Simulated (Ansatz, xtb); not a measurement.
System: CH$_{3}$Si, charge 0, multiplicity 2. It need not be the lowest isomer of its formula. SMILES: C=[SiH]
Geometry from a B3LYP-D3(BJ)/def2-TZVP (Ansatz, an electronic-structure program) optimisation:
```
C
H 1 1.0812
H 1 1.0862 2 115.98
Si 1 1.7070 2 123.86 3 180.00
H 4 1.4946 1 121.17 2 -180.00
```
Charge 0, spin multiplicity 2.

Harmonic wavenumbers from GFN2-xTB (xtb, at its own minimum), cm⁻¹: 327, 471, 612, 802, 1013, 1420, 2112, 3007, 3058.

Q: Give the harmonic wavenumbers at B3LYP-D3(BJ)/def2-TZVP (Ansatz, finite differences of forces, unscaled).

A: 265, 517, 746, 834, 967, 1366, 2130, 3123, 3229 cm⁻¹. Zero-point energy 18.8 kcal/mol.

Q: From these and the geometry, give the ideal-gas thermochemistry at 298.15 K and 1 atm (rigid rotor, harmonic oscillator).

A: Point group Cs, rotational symmetry number 1. Rotational constants 157.5, 15.56, 14.16 GHz. S(trans) 37.21, S(rot) 19.77, S(vib) 2.81, S(elec, spin only) 1.38, S 61.2 cal/(mol K). H(298) - H(0) 2.93 kcal/mol; G - E(el) 3.5 kcal/mol.
